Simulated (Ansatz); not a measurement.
Consider the ligand exchange at the Si–S bond: `CO[SiH2][S][GeH3]` + H₂Se → `CO[SiH2][SeH]` + `[SH][GeH3]`.

Gas-phase electronic energies from Ansatz, PBE0-D4/def2-TZVP geometries. CCSD(T)/CBS is the MP2 limit (def2-TZVPP, def2-QZVPP) plus CCSD(T) − MP2 in def2-TZVPP, frozen cores. Functionals use def2-TZVPP. For Ge, Se outer-core shells are correlated without core-valence functions, which leaves a few kJ/mol of doubt a bond. Scalar relativity is left out up to krypton. Each species was taken in one conformer, which may not be the lowest.

```csv
level,ΔE (kJ/mol),difference from CCSD(T)/CBS
PBE-D4,8.4,-0.1
r2SCAN-D4,9.0,0.5
PBE0-D4,8.7,0.2
ωB97M-V,10.0,1.5
B2PLYP,5.3,-3.2
PBE,3.2,-5.3
HF/def2-TZVPP,1.4,-7.1
SCS-MP2/def2-TZVPP,8.9,0.4
CCSD/def2-TZVPP,7.7,-0.8
CCSD/CBS(def2),6.7,-1.8
CCSD(T)/CBS,8.5,0
```

Largest T1 diagnostic among the species: 0.011.

In def2-TZVPP, CCSD(T) changes the Hartree–Fock value by +8.1 kJ/mol (the triples alone add +1.8 kJ/mol) and MP2 by +9.3 kJ/mol. The D4 term adds +8.2 kJ/mol with B3LYP and +4.8 kJ/mol with PBE0; it sums over pairs of atoms, weighted by their polarisabilities, and B3LYP, whose exchange is more repulsive, gets the larger term.

B3LYP here is the variant with VWN-RPA as its local correlation; programs differ in this.
